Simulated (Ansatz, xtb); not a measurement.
C3H7Li: which of two isomers lies lower

We compare X, `[Li][CH2]CC`, a singlet, with Y, `[Li][CH](C)C`, a singlet. Both are isolated molecules in the gas phase, relaxed with B3LYP-D3(BJ)/def2-SVP; the shapes shown needn't be the lowest conformers.

X (Å):

```yaml
atoms:
  - { symbol: C, position_ang: [0.7017, 0.0843, 0.0576] }
  - { symbol: C, position_ang: [0.2582, -1.1029, -0.8139] }
  - { symbol: C, position_ang: [-1.2579, -1.1908, -1.0070] }
  - { symbol: Li, position_ang: [-0.0047, 1.8751, -0.4795] }
  - { symbol: H, position_ang: [1.8094, 0.0897, 0.1193] }
  - { symbol: H, position_ang: [0.3769, -0.1138, 1.1030] }
  - { symbol: H, position_ang: [0.7320, -1.0373, -1.8126] }
  - { symbol: H, position_ang: [0.5958, -2.0791, -0.4019] }
  - { symbol: H, position_ang: [-1.7762, -1.2568, -0.0343] }
  - { symbol: H, position_ang: [-1.6497, -0.2901, -1.5198] }
  - { symbol: H, position_ang: [-1.5615, -2.0671, -1.6057] }
```

Y (Å):

```
atom    x (Å)    y (Å)    z (Å)
   C   0.1665  -0.1642  -0.4169
   C   0.7241  -1.5689  -0.6927
   C  -1.3680  -0.1936  -0.4848
  Li   0.9997   1.2741  -1.5487
   H   0.4335   0.0832   0.6336
   H   0.2745  -2.3516  -0.0386
   H   0.5260  -1.9002  -1.7307
   H   1.8181  -1.6296  -0.5465
   H  -1.8175  -0.9764   0.1693
   H  -1.8266   0.7663  -0.1843
   H  -1.7365  -0.4128  -1.5058
```

Task: Estimate which is lower in electronic energy at CCSD(T)/def2-TZVP, and by roughly how much.

Result: The CCSD(T)/def2-TZVP calculation puts structure X lower, by 3.6 kcal/mol.

Level by level:

```json
{"level": "B3LYP-D3(BJ)/def2-SVP", "geometry": "B3LYP-D3(BJ)/def2-SVP", "E(Y) − E(X) (kcal/mol)": "+3.5", "departure from the last row (kcal/mol)": "0.0", "job, with rough time for the two": "optimisation, 66 s"}
{"level": "HF/def2-TZVP", "geometry": "B3LYP-D3(BJ)/def2-SVP", "E(Y) − E(X) (kcal/mol)": "+4.2", "departure from the last row (kcal/mol)": "+0.6", "job, with rough time for the two": "part of the CCSD(T) run"}
{"level": "MP2/def2-TZVP", "geometry": "B3LYP-D3(BJ)/def2-SVP", "E(Y) − E(X) (kcal/mol)": "+3.5", "departure from the last row (kcal/mol)": "−0.1", "job, with rough time for the two": "part of the CCSD(T) run"}
{"level": "CCSD(T)/def2-TZVP", "geometry": "B3LYP-D3(BJ)/def2-SVP", "E(Y) − E(X) (kcal/mol)": "+3.6", "departure from the last row (kcal/mol)": "", "job, with rough time for the two": "single point, 58 s"}
```

As drawn, both hold the same kinds of bond in the same numbers. Structure X has 1 methyl group, Y 2.

The levels shown agree on the order. The largest departure from CCSD(T)/def2-TZVP is that of HF/def2-TZVP, 0.6 kcal/mol. Levels run at GFN2-xTB geometries aren't shown.

With harmonic frequencies from B3LYP-D3(BJ)/def2-SVP (ideal gas, rigid rotor, one conformer each, 298.15 K, 1 atm): the zero-point term adds −0.2 kcal/mol; ΔH is +3.4 and ΔG +3.5 kcal/mol.

The correlated steps freeze 3 core orbitals; the last core shell of Li is correlated, in a basis made for valence electrons. Mirror images aren't counted in ΔG. Programs: Ansatz 0.2.0; the last row on 2 threads of Intel(R) Xeon(R) Processor @ 2.50GHz (Skylake/Cascade Lake) on a shared host.
